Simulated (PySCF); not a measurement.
H8OSi3, SMILES [SiH3]O[SiH2][SiH3], GFN2-xTB optimised geometry.

```
12

Si     2.36    -1.05    -0.07
O      0.78    -0.74     0.00
Si    -0.85    -0.74     0.00
Si    -1.50     1.47     0.00
H      2.55    -2.30    -0.79
H      2.94     0.09    -0.79
H      2.82    -1.14     1.31
H     -1.24    -1.52     1.18
H     -1.24    -1.52    -1.18
H     -1.30     2.15     1.28
H     -0.83     2.30    -1.00
H     -2.94     1.57    -0.28
```

Density from PBE0/def2-TZVP (PySCF) at that geometry.

Minimum of the electron density along straight lines between bonded atoms, close to the bond critical point (lines longer than 1.1 times the sum of covalent radii, or with two minima, are not listed):

```
bond     length / Å  ρ at the minimum / e bohr⁻³  ∇²ρ there / e bohr⁻⁵  position (fraction from the first atom)
-------  ----------  ---------------------------  --------------------  ---------------------------------------
Si1–O2        1.614                        0.140                     …                                     0.42
O2–Si3        1.626                        0.136                     …                                     0.59
Si1–H5        1.462                        0.127                  0.18                                     0.49
Si1–H6        1.462                        0.127                  0.18                                     0.49
Si1–H7        1.461                        0.127                  0.18                                     0.49
Si3–H8        1.469                        0.125                  0.17                                     0.49
Si3–H9        1.469                        0.125                  0.17                                     0.49
Si4–H10       1.469                        0.121                  0.19                                     0.49
Si4–H11       1.469                        0.121                  0.19                                     0.49
Si4–H12       1.468                        0.121                  0.19                                     0.49
```

**Question.** Fill in the missing entries.

**Answer.** 
- Si1–O2, ∇²ρ there / e bohr⁻⁵: 0.98
- O2–Si3, ∇²ρ there / e bohr⁻⁵: 0.92
